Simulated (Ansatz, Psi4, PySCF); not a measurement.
ISn (SMILES [Sn+][I]), charge +1, singlet, geometry from GFN2-xTB (such geometries of metal compounds can be far from the true shape) (core potentials on I, Sn). Base run: PBE0/def2-TZVP (PySCF).

The PySCF input:
```python
from pyscf import gto, scf, dft

mol = gto.M(
    atom='''
Sn   -0.00000000   -0.00000000   -1.37674874
I     0.00000000    0.00000000    1.29881957
''',
    basis='def2-tzvp',
    ecp={'I': 'def2-tzvp', 'Sn': 'def2-tzvp'},
    charge=1,
    verbose=3,
)

mf = dft.RKS(mol)
mf.xc = 'pbe0'
mf.kernel()
```

The same geometry, method and basis name were run in Ansatz (a quantum-chemistry and plane-wave program) and Psi4 and PySCF, at each program's defaults and at the settings that a row names. The base is PySCF at its defaults. Differences at the defaults can come from grids, fitting, cores and function types together.

| code and settings | ΔE vs base (mEh) | basis functions | E (Eh) | SCF cycles |
|---|---|---|---|---|
| PySCF, defaults (exact integrals, its default grid, spherical functions) | 0.000 | 100 | -511.81223 | 12 |
| Psi4, defaults (density fitting with its default set, its default grid, spherical functions) | -0.010 | 100 | -511.81224 | 10 |
| Ansatz, defaults (factorised integrals, its default grid, spherical functions) | 0.021 | 100 | -511.81221 | - |
| PySCF, density fitting with def2-universal-jkfit | 0.003 | 100 | -511.81223 | 12 |
| PySCF, fine grid | -0.003 | 100 | -511.81224 | 12 |
| Psi4, exact integrals, spherical functions, fine grid | -0.004 | 100 | -511.81224 | 13 |
| Ansatz, high accuracy | -0.004 | 100 | -511.81224 | - |
